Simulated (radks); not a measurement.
Task: All-electron atom: the gadolinium ion Gd+ in [Xe] 4f7 5d1 6s1. Method: scalar-relativistic Kohn-Sham, PBE, spin-polarised, spherical densities, point nucleus; open shells are filled with parallel spins first; computed with a radial shooting solver on a logarithmic mesh with Libxc functionals. Some entries of the table are withheld. Estimate them.

orbital  occ.  eigenvalue (hartree)  <r^2> (bohr^2)  r(max) (bohr)
1s up       1             -1841.516       0.0006547        0.01392
1s down     1             -1841.515       0.0006547        0.01392
2s up       1             -304.2161         0.01027        0.07900
2s down     1             -304.2131         0.01027        0.07900
2p up       3             -270.7216        0.008282        0.06395
2p down     3             -270.7193        0.008282        0.06395
3s up       1             -67.63294         0.06829         0.2243
3s down     1             -67.53631         0.06816         0.2242
3p up       3             -57.25831         0.06849         0.2201
3p down     3             -57.16205         0.06834         0.2200
3d up       5             -43.56026         0.05756         0.1801
3d down     5             -43.48603         0.05739         0.1800
4s up       1             -13.87616          0.3450         0.5157
4s down     1             -13.64970          0.3450         0.5155
4p up       3             -10.45709          0.3895         0.5382
4p down     3             -10.23220          0.3897         0.5380
4d up       5              -5.72904          0.4689         0.5591
4d down     5              -5.50601          0.4707         0.5588
5s up       1              -2.10300           1.979          1.192
5s down     1              -1.97377           2.035          1.205
5p up       3              -1.26851           2.730          1.349
5p down     3              -1.16404           2.825          1.368
4f up       7                   (1)          0.9501         0.5666
4f down     0                   (2)           1.081         0.5693
6s up       1              -0.36004           14.50          3.173
5d up       1              -0.33185           7.533            (3)
5d down     0              -0.26188           7.892            (4)
6p up       0              -0.22378           23.57          3.977

Result: 
(1) 4f up eigenvalue (hartree): -0.61632
(2) 4f down eigenvalue (hartree): -0.41443
(3) 5d up r(max) (bohr): 1.911
(4) 5d down r(max) (bohr): 1.955
